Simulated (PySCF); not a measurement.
# How the method changes the constants of CsBe

State: ²Σ⁺ (doublet), unpaired electrons σ ↑. Set-up: basis Cs def2-TZVP with ECP46, Be def2-TZVP; scalar-relativistic core potentials; PySCF 2.14. De refers to Cs + Be in their ground configurations, without counterpoise correction. The functionals are run spin-unrestricted. A positive dipole means Cs(−)Be(+). Levels whose curve was spin-contaminated or gave no clean fit are not listed.

```csv
Level,Re (Å),ωe (cm⁻¹),De (eV),μ (D),"CPU s a point (SCF and correlation, without the integrals)"
ROHF-CCSD(T),4.293,57.9,0.039,n/a,5.2
PBE,3.725,142,0.345,-3.81,0.52
TPSS,3.710,154,0.390,-4.68,0.72
r²SCAN,3.774,138,0.334,-4.25,0.72
PBE0,3.752,137,0.266,-4.04,0.93
BHandHLYP,3.935,105,0.110,-2.89,0.47
ωB97X,3.740,143,0.181,-5.15,0.62
B2PLYP,3.946,100,0.102,-2.43,0.52
```

Question: Which functional lies closest to ROHF-CCSD(T) in De, which farthest, and by how much do they differ from it?

Answer: Closest is B2PLYP (-34.7 pm in Re, +72.7 % in ωe, +0.06 eV in De against ROHF-CCSD(T) in the same basis), farthest TPSS (-58.3 pm in Re, +166.0 % in ωe, +0.35 eV in De). CCSD(T) converges more slowly with the basis than the functionals do and binds too weakly in this one, so the order can change at the basis-set limit.

Question: What does a quarter of exact exchange do here, going from PBE to PBE0?

Answer: PBE0 less PBE: +2.7 pm in Re, -3.5 % in ωe, -0.08 eV in De. Exact exchange removes part of the self-interaction that spreads semilocal densities, and in most molecules shortens and stiffens the bond and lowers De; here Re and ωe go the other way.

Question: What does the step from GGA to meta-GGA do here, going from PBE to r²SCAN?

Answer: r²SCAN less PBE: +4.9 pm in Re, -2.8 % in ωe, -0.01 eV in De. 

Correlated steps freeze no core orbitals. The bond is weak. Basis-set superposition, not corrected here, can be much of De in a small basis, most of all at correlated wavefunction levels. Functionals without a dispersion term scatter widely for such bonds, and LDA overbinds them. Spin–orbit coupling is left out. B2PLYP dipoles, levels and charges come from its SCF part alone. The state is the lowest determinant that a PBE0 search found; another state may lie lower at other levels.

The whole job (state search and all levels along the bond) took about 2.1 min on 1 thread of Intel Xeon Platinum 8488C (shared host), peak memory 0.63 GiB.
